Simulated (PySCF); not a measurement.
# Static response to an electric field

C₃H₈Cl₂O₂Si.
Cartesian coordinates in Å at the PBE0-D3(BJ)/def2-SVP level; atoms count from 1:
```
atom  x, y, z in Å
C1     2.213    0.560   -0.720
O2     1.773   -0.453    0.141
Si3    0.818   -0.331    1.483
O4    -0.736   -0.838    1.141
C5    -1.340   -0.959   -0.102
C6    -2.167    0.272   -0.434
Cl7   -1.129    1.716   -0.553
Cl8   -3.055   -0.002   -1.944
H9     1.581    0.614   -1.622
H10    3.247    0.345   -1.031
H11    2.197    1.554   -0.240
H12    1.320   -1.277    2.509
H13    0.825    1.074    1.983
H14   -2.033   -1.817   -0.088
H15   -0.610   -1.124   -0.915
H16   -2.900    0.483    0.354
```

Level: wB97X-D/def2-SVPD (PySCF), static field, nuclei fixed, core orbitals frozen in the response. The polarisability tensor in these axes (au):

```
x   101.76   5.05  10.98
y     5.05  90.22  -2.18
z    10.98  -2.18  95.33
```

Task: Diagonalise the tensor; give its mean and Δα, where Δα² is half the sum of the squared differences of the eigenvalues.

Result: Principal values 83.54, 93.39 and 110.38 au; mean 95.77 au = 14.19 Å³ = 15.79 × 10⁻⁴⁰ C²·m²/J; Δα = 23.51 au (25 % of the mean).

Task: What is the dipole moment, and where does it point?

Result: (0.38, 0.13, 0.19) D, 0.44 D in size, pointing from the negative to the positive side. Measured along this direction, the outermost atoms are Cl8 at the negative end and H10 at the positive end.

Task: Find the Langevin capture rate constant for H3O+ (19.018 u) meeting this molecule (173.967 u), k = 2.342 × 10⁻⁹ cm³/s × √(α in Å³ / reduced mass in u).

Result: The reduced mass is 17.14 u, so k = 2.13 × 10⁻⁹ cm³/s. The formula leaves out the permanent dipole, which adds to the capture rate.

Task: Molar refractivity from α?

Result: Lorentz–Lorenz: R = (4π/3)N_A α = 2.5225 cm³/(mol·Å³) × 14.19 Å³ = 35.8 cm³/mol, in the limit of long wavelengths.

Task: What would n − 1 = 2πNα be for an ideal gas of these molecules at 500 K and 1 atm, electronic part alone?

Result: N = p/kT = 1.4678 × 10¹⁹ cm⁻³, so n − 1 = 2π × N × 14.19 × 10⁻²⁴ cm³ = 1309 × 10⁻⁶ at long wavelengths.

Isolated species at its PBE0-D3(BJ)/def2-SVP geometry (one conformer only).

These values come from a run that also computed excited states. Rough CPU time on one thread of a shared machine: about 3 min (grids of density and orbitals included).
